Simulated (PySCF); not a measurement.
# Correlation energy of Rb²⁺ (rubidium, charge +2)

[Ar] 3d10 4s2 4p5, 2P determinant. Computed with PySCF 2.14 in cc-pVDZ-X2C (6s5p3d, 36 functions), with scalar relativity by spin-free X2C-1e. Frozen: [Ar] 3d10 4s2; 5 electrons correlated.

Total MP2 correlation energy: -3.96 mhartree.

Same-spin part -1.24 and opposite-spin part -2.72 mhartree; SCS-MP2 scales them by 1/3 and 6/5 to -3.68 mhartree.

```
  level  correlation energy (mhartree)
   CCSD                          -4.35
    (T)                          -0.01
CCSD(T)                          -4.36
```

Diagnostics: T1 = 0.00075, D1 = 0.0011, largest double amplitude 0.010.

Task: Is a single reference adequate?

Result: Yes, within this model without spin-orbit coupling: T1 lies below 0.03 and no double amplitude reaches 0.07.
